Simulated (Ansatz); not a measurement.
Job for Ansatz (an electronic-structure program): U-PBE0/def2-TZVPP on CSe, 2S+1 = 3, a spin state set in the input, which need not be the lowest.

Ansatz 0.2 input:
```yaml
crystal:
  periodic: [false, false, false]
  atoms:
    - {symbol: C, position_ang: [0.00000000, 0.00000000, 0.00000000]}
    - {symbol: Se, position_ang: [0.00000000, 0.00000000, 1.86200000]}
basis:
  gaussian:
    orbitals: def2-TZVPP
hamiltonian:
  xc: {name: PBE0}
magnetization: {spin_polarized: true, initial_magnetization: 2}
relax: {f_tol: 0.002, max_steps: 120}
```

Problem. Predict the final total energy.

Solution. -2439.1225 hartree.

Problem. How many basis functions does it have, and what does it roughly cost on one machine?

Solution. 79 functions; roughly 25 core-seconds.
